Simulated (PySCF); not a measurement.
Gas-phase reaction: SnHCl + 2 H₂ → SnH₄ + HCl

Energies from PySCF (xtb for GFN2), thermal terms from the rigid-rotor harmonic-oscillator model, ideal gas at 1 bar. † marks an energy on the PBE0/def2-TZVP geometry and frequencies; other levels use their own. MP2 and CCSD(T) freeze the core. All species are closed-shell singlets. Sn: scalar-relativistic def2 core potential, no spin-orbit coupling. SnHCl: computed as isolated molecules; such fragments, hydroxides, amides, oligomers or adducts are transient or little studied in the gas. MP2 isn't extrapolated to the basis-set limit; its ΔH°(298 K) is 13.0 kJ in def2-SVP and 37.8 kJ in def2-TZVPP. CCSD(T) isn't extrapolated to the basis-set limit; its ΔH°(298 K) is 12.9 kJ in def2-SVP and 21.6 kJ in def2-TZVPP. The harmonic model lacks anharmonicity and excited electronic states, which grow with temperature; levels with a mode under 35 cm⁻¹ are left out.

```
level                ΔE electronic, kJ  ΔH°(298 K), kJ  ΔS°(298 K), J/K  ΔG°(600 K), kJ
-------------------  -----------------  --------------  ---------------  --------------
CCSD(T)/def2-TZVPP†                 13              22             -119              95
GFN2-xTB                           112             128             -124             204
MP2/def2-SVP†                        4              13             -119              87
PBE0/def2-QZVP†                     20              29             -119             102
PBE0/def2-SVP†                      11              20             -119              93
```
ΔH° is lowest at MP2/def2-SVP† and highest at GFN2-xTB. No reference value is set beside these.
